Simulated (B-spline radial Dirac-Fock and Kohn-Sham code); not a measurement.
**Kohn-Sham estimates against Dirac-Fock for the levels of Nd²⁹⁺**

System: neodymium as Nd²⁹⁺, [Ar] 3d10 4s2 4p1.

The density-functional columns are spherical, spin-unpolarised Dirac-Kohn-Sham results without Breit or QED terms: −ε is minus the orbital energy of the initial state and ΔSCF the difference of two total energies. The reference in the last column comes from relaxed Dirac-Fock hole states (ΔSCF) with Breit and QED corrections and a finite nucleus. All numbers are from a radial finite-basis atomic code, in eV; a selection of levels is shown. The Kohn-Sham columns are given as differences from the reference. For the 1s level of heavy atoms much of the gap between ΔSCF and the reference is the Breit and QED part, -174.4 eV here; for other levels the error of the functional can be larger.

| level | LDA −ε − DF | LDA ΔSCF − DF | Dirac-Fock |
| --- | --- | --- | --- |
| K (1s) | -281.9 | +163.0 | 44636.8 |
| L1 (2s) | -153.7 | -55.8 | 8177.1 |
| L2 (2p1/2) | -117.4 | +1.0 | 7771.6 |
| L3 (2p3/2) | -122.9 | -13.3 | 7255.8 |
| M1 (3s) | -81.9 | -40.1 | 2564.1 |
| M2 (3p1/2) | -66.0 | -22.5 | 2391.4 |
| M3 (3p3/2) | -65.1 | -23.4 | 2282.7 |
| M4 (3d3/2) | -45.8 | +0.8 | 1993.1 |
| M5 (3d5/2) | -46.5 | -0.5 | 1970.0 |
| N1 (4s) | -13.9 | +7.1 | 1152.7 |
| N2,3 (4p) | -17.6 | +3.0 | 1070.8 |

Values without a named source are computed, but for edge energies of neutral atoms, which are taken from tables.
